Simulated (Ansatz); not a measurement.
Cartesian coordinates in Å:
```
C 0.824 -1.774 -1.815
B 0.864 -0.996 -0.454
N -0.280 -0.432 0.101
C -0.370 0.337 1.327
Si -0.852 2.136 1.003
H 1.503 -1.310 -2.540
H -0.168 -1.828 -2.273
H 1.191 -2.797 -1.683
H 1.889 -0.860 0.162
H -1.156 -0.515 -0.395
H -1.081 -0.118 2.028
H 0.606 0.314 1.818
H 0.207 2.809 0.207
H -2.123 2.167 0.229
H -1.052 2.867 2.284
```

The species carries charge 0 and has multiplicity 1.

**Question.** List the PBE0/def2-TZVPP orbital energies in eV (Ansatz 0.2.0). (Estimate.)

**Answer.** Computed: Occupied: -1802.39, -391.56, -278.92, -277.16, -183.79, -144.76, -99.42, -99.41, -99.40, -25.14, -19.55, -18.71, -15.20, -14.69, -13.16, -11.79, -11.31, -10.92, -10.47, -9.83, -9.66, -9.51, -8.70, -7.32. Lowest empty: 0.48, 0.59, 1.14, 1.43, 1.63, 1.90, 2.01, 2.31.
